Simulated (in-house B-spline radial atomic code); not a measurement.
Successive ionisation energies of technetium; each step leads to the configuration of the next row (after the last: [Ar] 3d10 4s1). NIST's values go from ground level to ground level; the uncertainty of those that are theory runs from under 0.1 % in few-electron ions to several per cent in heavy many-electron ones. Computed with a radial B-spline atomic code at the basis-set limit: non-relativistic Hartree-Fock, average of the configuration, point nuclei.

This level leaves out relativity, spin-orbit splitting included, which matters for heavy ions.

| ion | configuration | ionisation energy (eV) | tabulated value (eV) | tabulated kind | computed minus tabulated (eV) | highest orbital | largest mean radius (bohr) |
| --- | --- | --- | --- | --- | --- | --- | --- |
| Tc9+ | [Ar] 3d10 4s2 4p4 | 191.4 | 189.9 | tabulated theory | 1.5 | 4p | 1.0616 |
| Tc10+ | [Ar] 3d10 4s2 4p3 | ? | ? | tabulated theory | ? | ? | ? |
| Tc11+ | [Ar] 3d10 4s2 4p2 | ? | ? | tabulated theory | ? | ? | ? |
| Tc12+ | [Ar] 3d10 4s2 4p1 | 257.3 | 262.08 | semi-empirical | -4.8 | 4p | 1.0085 |
| Tc13+ | [Ar] 3d10 4s2 | 305.4 | 311 | tabulated theory | -5.6 | 4s | 0.96017 |

Q: Fill in the row of Tc10+.

A: ionisation energy (eV): 212.8; tabulated value (eV): 214; computed minus tabulated (eV): -1.2; highest orbital: 4p; largest mean radius (bohr): 1.043.

Q: Fill in the row of Tc11+.

A: ionisation energy (eV): 234.7; tabulated value (eV): 239; computed minus tabulated (eV): -4.3; highest orbital: 4p; largest mean radius (bohr): 1.0253.
